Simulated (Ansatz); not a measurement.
`[Cl][Ge]([Cl])([Cl])[Br]` + `CC(C)N` → `CC(C)[NH][Ge]([Cl])([Cl])[Cl]` + HBr at 700 K and 1 bar (ligand exchange at a Ge–Br bond).

Computed with Ansatz on PBE0-D4/def2-TZVP structures; ΔE is electronic, products minus reactants. CBS: MP2 limit from def2 TZ/QZ plus the TZ coupled-cluster correction, frozen cores. For Br, Ge outer-core shells are correlated without core-valence functions, which leaves a few kJ/mol of doubt a bond. Scalar relativity is left out up to krypton. Each species was taken in one conformer, which may not be the lowest.

```json
{"species": "`[Cl][Ge]([Cl])([Cl])[Br]`", "CCSD(T)/CBS energy (Eh)": "-6028.93261", "H − E (kJ/mol)": "77.3", "S (J/(mol·K))": "459.8"}
{"species": "`CC(C)N`", "CCSD(T)/CBS energy (Eh)": "-174.28253", "H − E (kJ/mol)": "389.3", "S (J/(mol·K))": "410.3"}
{"species": "`CC(C)[NH][Ge]([Cl])([Cl])[Cl]`", "CCSD(T)/CBS energy (Eh)": "-3629.28084", "H − E (kJ/mol)": "424.4", "S (J/(mol·K))": "649.6"}
{"species": "HBr", "CCSD(T)/CBS energy (Eh)": "-2573.91920", "H − E (kJ/mol)": "36.5", "S (J/(mol·K))": "223.7"}
```

H − E and S are ideal-gas, rigid-rotor, harmonic terms from PBE0-D4/def2-TZVP, for one conformer and one mirror image of each species. 1 Eh = 2625.50 kJ/mol, R = 8.31446 J/(mol·K).

Q: By hand: ΔE, ΔH, ΔS and ΔG.

A: ΔE = (-3629.28084) + (-2573.91920) − (-6028.93261) − (-174.28253) = 0.01510 Eh = 39.6 kJ/mol. Δ(H − E) = 424.4 + 36.5 − 77.3 − 389.3 = -5.7, so ΔH = 33.9 kJ/mol. ΔS = 649.6 + 223.7 − 459.8 − 410.3 = 3.2 J/(mol·K). ΔG = 33.9 − 700 × (3.2)/1000 = 31.7 kJ/mol.

Q: By hand: the equilibrium constant, and the temperature at which ΔG would vanish if ΔH and ΔS stayed fixed.

A: log₁₀ K = −ΔG/(RT ln 10) = -2.4. ΔG = 0 at ΔH/ΔS = 10594 K, far beyond where these terms or the molecules hold.

The number of gas molecules stays the same, so ΔS is small and ΔH decides. A doubt of 5 kJ/mol in ΔE shifts log₁₀ K by 0.4 here. Other conformers and mirror images would add mixing entropy, several J/(mol·K) or more a flexible species. Modes under 60 cm⁻¹, often nearly free rotors, make the harmonic entropy too high. These are equilibria of isolated gas molecules and say nothing of rates. Largest T1 diagnostic: 0.010 (customary marks: 0.02 for closed shells, 0.045 for open ones).
